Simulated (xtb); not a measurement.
C2H2F (SMILES [CH-]=CF), charge -1, singlet, at a GFN2-xTB geometry; GFN2-xTB (xtb).

Here is a job for xtb.
```
$ xtb mol.xyz --gfn 2 --chrg -1 --ohess --json

# file mol.xyz
5

C      0.12287813     0.40730308    -0.00331883
C      1.24949282    -0.26376349    -0.03891045
F     -1.12740689    -0.31305432     0.03446280
H     -0.19677651     1.48659008     0.00782128
H      2.10921281     0.46966118    -0.06461080
```

### Question
What does xtb print? Leave out banner, timings and long lists.

### Answer

```
   ID    Z sym.   atoms
    1    6 C      1, 2
    2    9 F      3
    3    1 H      4, 5

           -------------------------------------------------
          |                Calculation Setup                |
           -------------------------------------------------

           -------------------------------------------------
          |                 G F N 2 - x T B                 |
           -------------------------------------------------

          ...................................................
          :                      SETUP                      :
          :.................................................:
          :  # basis functions                  14          :
          :  # atomic orbitals                  14          :
          :  # shells                            8          :
          :  # electrons                        18          :
          :  max. iterations                   250          :
          :  Hamiltonian                  GFN2-xTB          :
          :  restarted?                      false          :
          :  GBSA solvation                  false          :
          :  PC potential                    false          :
          :  electronic temp.          300.0000000     K    :
          :  accuracy                    1.0000000          :
          :  -> integral cutoff          0.2500000E+02      :
          :  -> integral neglect         0.1000000E-07      :
          :  -> SCF convergence          0.1000000E-05 Eh   :
          :  -> wf. convergence          0.1000000E-03 e    :
          :  Broyden damping             0.4000000          :
          :  net charge                         -1          :
          :  unpaired electrons                  0          :
          ...................................................

 iter      E             dE          RMSdq      gap      omega  full diag
   1    -10.1055425 -0.101055E+02  0.668E+00    4.87       0.0  T
   2    -10.1397512 -0.342087E-01  0.588E+00    3.87       1.0  T
   3    -10.1840978 -0.443465E-01  0.301E+00    4.24       1.0  T
   4    -10.1845968 -0.499064E-03  0.348E-01    4.24       1.0  T
   5    -10.1846169 -0.200907E-04  0.236E-01    4.24       1.0  T
   6    -10.1847248 -0.107885E-03  0.851E-02    4.26       1.0  T
   7    -10.1847375 -0.126885E-04  0.292E-02    4.26       1.5  T
   8    -10.1847386 -0.116011E-05  0.430E-03    4.26      10.4  T
   9    -10.1847386  0.286086E-07  0.635E-03    4.26       7.0  T
[...]
         :: total energy             -10.100071970006 Eh    ::
 * total energy  :   -10.1000720 Eh     change       -0.7936762E-11 Eh
   *** GEOMETRY OPTIMIZATION CONVERGED AFTER 1 ITERATIONS ***
         :: total energy             -10.100071970014 Eh    ::
[...]
          :  rotational number                       1      :
          :  scaling factor                  1.0000000      :
          :  rotor cutoff                   50.0000000 cm⁻¹ :
          :  imag. cutoff                  -20.0000000 cm⁻¹ :
          :.................................................:

    mode    ω/cm⁻¹     T·S(HO)/kcal·mol⁻¹    T·S(FR)/kcal·mol⁻¹   T·S(vib)
   ------------------------------------------------------------------------
   ------------------------------------------------------------------------

   temp. (K)  partition function   enthalpy   heat capacity  entropy
                                   cal/mol     cal/K/mol   cal/K/mol   J/K/mol
 298.15  VIB   1.22                  353.278      3.963      1.575
         ROT  0.101E+05              888.752      2.981     21.296
         INT  0.122E+05             1242.030      6.944     22.871
         TR   0.292E+27             1481.254      4.968     37.323
         TOT                        2723.2838    11.9121    60.1943   251.8531

       T/K    H(0)-H(T)+PV         H(T)/Eh          T*S/Eh         G(T)/Eh
   ------------------------------------------------------------------------
    298.15    0.433983E-02    0.308507E-01    0.286003E-01    0.225041E-02
   ------------------------------------------------------------------------

         :::::::::::::::::::::::::::::::::::::::::::::::::::::
         ::                  THERMODYNAMIC                  ::
         :::::::::::::::::::::::::::::::::::::::::::::::::::::
         :: total free energy         -10.097821557803 Eh   ::
         ::.................................................::
         :: total energy              -10.100071970014 Eh   ::
         :: zero point energy           0.026510853516 Eh   ::
         :: G(RRHO) w/o ZPVE           -0.024260441304 Eh   ::
         :: G(RRHO) contrib.            0.002250412211 Eh   ::
         :::::::::::::::::::::::::::::::::::::::::::::::::::::

optimized geometry written to: xtbopt.xyz

           -------------------------------------------------
          | TOTAL ENERGY              -10.100071970014 Eh   |
          | TOTAL ENTHALPY            -10.069221287445 Eh   |
          | TOTAL FREE ENERGY         -10.097821557803 Eh   |
          | GRADIENT NORM               0.000030357102 Eh/α |
          | HOMO-LUMO GAP               4.263773739649 eV   |
           -------------------------------------------------

normal termination of xtb
```
